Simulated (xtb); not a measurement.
1,2-bis(triethoxysilyl)ethane (C₁₄H₃₄O₆Si₂), SMILES CCO[Si](CC[Si](OCC)(OCC)OCC)(OCC)OCC. All values are semi-empirical tight-binding results from xtb (GFN2-xTB unless named), good for trends rather than for accurate numbers. Coordinates come from a GFN2-xTB optimisation. Other conformers were not sampled.

Computed properties:
```json
{
  "orbital_gap": "6.99 eV",
  "dipole_moment": "0.62 D",
  "zero_point_energy": "297.4 kcal/mol",
  "G − E(el) at 298.15 K (modified RRHO)": "255.8 kcal/mol",
  "static polarisability (D4 model)": "253.4 bohr³",
  "solvation energy, GFN2-xTB/ALPB(water)": "-6.7 kcal/mol",
  "solvation energy, GFN2-xTB/ALPB(methanol)": "-19.7 kcal/mol"
}
```
